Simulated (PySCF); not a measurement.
# RhS2, quartet: data card

Computed with PySCF, UPBE0, basis Rh def2-SVP with ECP28, S def2-SVP (scalar-relativistic core potentials, no spin–orbit coupling, density fitting).

The structure is a minimum.

Coordinates in bohr (charge 0 multiplicity 4):
```
Rh    0.0000    0.0000   -1.4656
S     1.9851    0.0000    2.3582
S    -1.9851    0.0000    2.3582
```

```json
{"Point group": "C2v", "Bond lengths": "Rh–S 2.280 Å (×2), S–S 2.101 Å", "Bond angles": "Rh–S–S 62.6° (×2), S–Rh–S 54.9°", "Dipole moment": "3.09 D", "Spin squared ⟨S²⟩": "3.771", "Principal quadrupole moments (Buckingham, traceless) about the centre of mass": "-2.03, -1.97, 4.00 D Å", "Rotational symmetry number": "2", "Atomisation energy without zero-point energy": "626 kJ/mol", "Zero-point energy": "5.6 kJ/mol", "Rotational constants": "0.2389, 0.1044, 0.07265 cm⁻¹", "Entropy at 298.15 K and 1 bar (electronic part: spin only)": "308.4 J/(mol K)", "Highest occupied level (α)": "-5.55 eV", "Enthalpy at 298.15 K above 0 K": "13.35 kJ/mol", "Heat capacity Cp at 298.15 K": "53.6 J/(mol K)", "Principal polarisabilities": "58.4, 72.0, 73.8 bohr³", "Lowest empty level (β)": "-3.23 eV"}
```

Harmonic modes (masses in u: Rh 102.906, S 31.972):
| symmetry | ω (cm⁻¹) | IR (km/mol) |
| --- | --- | --- |
| b2 | 183 | 1.8 |
| a1 | 231 | 0.4 |
| a1 | 522 | 8.6 |

In C2v the vibrations span b2 + 2a1. Here b1 is antisymmetric to the molecular plane and b2 lies in it.

Charges (e):
| atom | Mulliken | Löwdin | polar tensor | spin (Mulliken) | Mayer order to Rh1 |
| --- | --- | --- | --- | --- | --- |
| Rh1 | 0.15 | -0.46 | 0.31 | 1.62 | – |
| S2,3 | -0.08 | 0.23 | -0.16 | 0.69 | 1.12 |
Other Mayer orders above 0.3: S–S 1.14.

Mulliken populations on Rh1 (electrons outside its core potential): s 2.39, p 6.27, d 8.19, f 0.00.

Outer orbital energies (eV). α occupied: -10.46, -9.83, -8.39, -8.13, -7.56, -7.43, -6.45, -5.55; empty: -2.51, -0.76, 0.28, 0.97. β occupied: -16.74, -10.67, -9.71, -8.92, -8.23, -6.87, -6.76, -6.63; empty: -3.23, -3.17, -2.48, -1.90.

Other isomers or separated fragments may lie lower. Other spin states or occupations of the open shell can lie lower. At this level a doublet minimum of C2v symmetry lies 34 kJ/mol below this structure.

The final relaxation and frequency run took about 50 core-seconds on a shared host.
